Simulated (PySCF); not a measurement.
# Molecular orbitals of NaBr⁺

PBE at R = 3.014 Å; Na cc-pVDZ, Br cc-pVDZ-PP with ECP10; scalar-relativistic core potentials (PySCF 2.14). State: ²Π (doublet), unpaired electrons π ↑. Only the outer orbitals are listed, counted within each symmetry, core potentials removing the inner ones.

```csv
spin,orbital,occ.,ε (eV),on Na (%),main shells (%)
α,3π,1,-35.50,100,100 Na p
α,3π,1,-35.50,100,100 Na p
α,6σ,1,-35.48,100,100 Na p
α,7σ,1,-25.45,0,100 Br s
α,4π,1,-13.84,1,99 Br p
α,8σ,1,-12.98,6,93 Br p
α,4π,1,-12.51,1,99 Br p
α,9σ,0,-6.70,99,100 Na s
α,5π,0,-4.24,99,98 Na p
α,5π,0,-4.15,99,98 Na p
β,3π,1,-35.50,100,100 Na p
β,3π,1,-35.50,100,100 Na p
β,6σ,1,-35.48,100,100 Na p
β,7σ,1,-24.53,1,99 Br s
β,8σ,1,-12.59,7,92 Br p
β,4π,1,-12.12,1,99 Br p
β,4π,0,-12.04,1,99 Br p
β,9σ,0,-6.68,98,99 Na s
β,5π,0,-4.16,99,98 Na p
```

Question: Which are the highest filled and the lowest empty level, where do they sit, and how wide is the gap?

Answer: Highest filled β 4π at -12.12 eV (in %: 99 Br p); lowest empty β 4π at -12.04 eV (in %: 99 Br p); the gap at PBE is 0.08 eV. Both belong to one degenerate shell, split only by its one-sided filling, so this is no excitation gap.

```json
{"bond order (Mayer)": "0.33", "⟨S²⟩": "0.751", "charge on Na (Mulliken, basis-dependent)": "0.82", "charge on Na (Löwdin, basis-dependent)": "0.74", "dipole moment (positive dipole points towards Br; it is taken about the centre of mass and depends on that origin)": "-9.56 D", "polarisability along the bond": "24.4 bohr³", "polarisability across the bond": "14.1 bohr³"}
```

Spin–orbit coupling is left out. The state was picked by a PBE0 search and need not be the measured ground state.
